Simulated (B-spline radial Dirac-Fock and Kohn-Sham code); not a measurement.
## Cross section and asymmetry of the 3d5/2 subshell of Cr⁵⁺

System: Cr⁵⁺, 1s2 2s2 2p6 3s2 3p6 3d1. The computed 3d5/2 threshold is 89.48 eV; without correlation, outer thresholds are uncertain by 1 to 2 eV. With an open shell the threshold is an average over the terms of the final ion.

Method: a relativistic central-field model (Hartree-Slater potential of the initial state, Latter tail, multipole expansion of the photon field, Dirac-Fock thresholds). Computed with a B-spline atomic structure program. Interchannel coupling and autoionising resonances are not included, so magnitudes near threshold are approximate.

```csv
kinetic energy (eV),σ (Mb),β
1.5,0.802,0.45
2.3,0.792,0.48
3.7,0.776,0.52
5.7,0.751,0.57
9.0,0.714,0.63
14.0,0.658,0.72
21.9,0.577,0.82
34.2,0.467,0.94
53.5,0.335,1.07
83.7,0.204,1.18
130.9,0.102,1.26
204.6,0.0426,1.29
319.9,0.0153,1.24
```

The cross section shows no minimum in this range. It is largest at the lowest energy, 0.802 Mb. β ranges from 0.45 (at 1.5 eV) to 1.29.
